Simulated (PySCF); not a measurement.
## Correlation energy of F⁺ (fluorine, charge +1)

[He] 2s2 2p4, high-spin 3P determinant. Computed with PySCF 2.14 in cc-pVDZ, with the non-relativistic Hamiltonian (point nucleus). Frozen: 1s2; 6 electrons correlated.

MP2 pair energies summed by pair of shells (mhartree):

```
 pair  energy  share (%)
2p-2p  -46.97       47.7
2s-2p  -44.15       44.8
2s-2s   -7.40        7.5
```

Total MP2 correlation energy: -98.53 mhartree.

Same-spin part -24.28 and opposite-spin part -74.25 mhartree; SCS-MP2 scales them by 1/3 and 6/5 to -97.19 mhartree.

```json
{"level": "CCSD", "correlation energy (mhartree)": "-112.35"}
{"level": "(T)", "correlation energy (mhartree)": "-0.78"}
{"level": "CCSD(T)", "correlation energy (mhartree)": "-113.13"}
```

Diagnostics: T1 = 0.0035, D1 = 0.0058, largest double amplitude 0.042.

Cost of the coupled-cluster step: 0.13 s of wall time on 1 thread of Neoverse-N1 (shared host), for 6 correlated electrons.
